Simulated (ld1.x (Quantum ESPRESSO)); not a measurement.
**What one change does to a pseudopotential (palladium (Pd), TM)**

```json
{
  "Element": "palladium (Pd)",
  "Generator": "ld1.x (Quantum ESPRESSO) 7.5",
  "Type": "norm-conserving Troullier–Martins (Kleinman–Bylander form)",
  "Functional": "PBEsol",
  "Relativity": "scalar-relativistic",
  "Frozen core": "[Kr]",
  "Valence charge": "10",
  "Reference configuration": "4d10 5s0",
  "Partial waves": "5s (bound, empty): rc 1.85 bohr; 5p channel at 0.05 Ry: rc 2.05 bohr; 4d (bound): rc 1.45 bohr",
  "Local potential": "all-electron potential smoothed inside 1.40 bohr (lloc = -1)",
  "Core correction": "a·sin(br)/r model core inside 1.00 bohr"
}
```

Change: local potential all-electron potential smoothed inside 1.65 bohr (lloc = -1).

Cutoffs: the cutoffs (Ry, on a coarse ladder) from which the occupation-weighted sum of valence levels, in a spherical-Bessel basis at the reference potential, stays within 10 and 1 mRy of its value at 400 Ry; they do not see the model core or the augmentation charge, which bear on the density cutoff. Errors are all-electron minus pseudo energies relative to the spin-unpolarised reference configuration.

Q: How do hardness, ghosts and transferability respond?

A: The potential gets neither clearly harder nor softer (70 Ry and 80 Ry → 70 Ry and 80 Ry); the bound ghosts move from p, s to s; of the 7 tests that both files solve, the error grows in 1 and shrinks in 0 by more than 15 % and 0.3 meV (median size 134.7 → 157.9 meV); the range in which the s phases agree widens (upper end 1.9 → 4.4); the range in which the d phases agree narrows (upper end at the end of the scan → 3.4). In the separable form a ghost depends on how the local part lies against the semilocal potential of the channel, so the choice of the local part can create or remove one.

```csv
quantity,base,changed
"cutoff, loose",70 Ry,70 Ry
"cutoff, tight",80 Ry,80 Ry
bound ghosts,"s, p",s
"error for 4d9 5s0, meV [ΔE 9.12 eV]",-18,-20
"error for 4d8 5s0, meV [ΔE 29.94 eV]",-150,-158
"error for 4d7 5s0, meV [ΔE 64.29 eV]",-549,-573
"error for 4d6 5s0, meV [ΔE 113.61 eV]",-1395,-1448
"error for 4d9 5s1, meV [ΔE 1.51 eV]",-31,-35
"error for 4d8 5s1, meV [ΔE 13.66 eV]",-135,-171
"error for 4d9.5 5s0, meV [ΔE 3.24 eV]",-2.7,-2.9
s: phases at 2.26 bohr within 0.05 rad from the reference energy up to (Ry; the scan ends near 5),1.9,4.4
p: phases at 2.26 bohr within 0.05 rad from the reference energy up to (Ry; the scan ends near 5),1.0,0.2
d: phases at 2.26 bohr within 0.05 rad from the reference energy up to (Ry; the scan ends near 5),to the end of the scan,3.4
```

 A true bound ghost makes a file unfit for plane-wave use even where its test errors are small: the radial tests pick states by their node count and pass the ghost by.
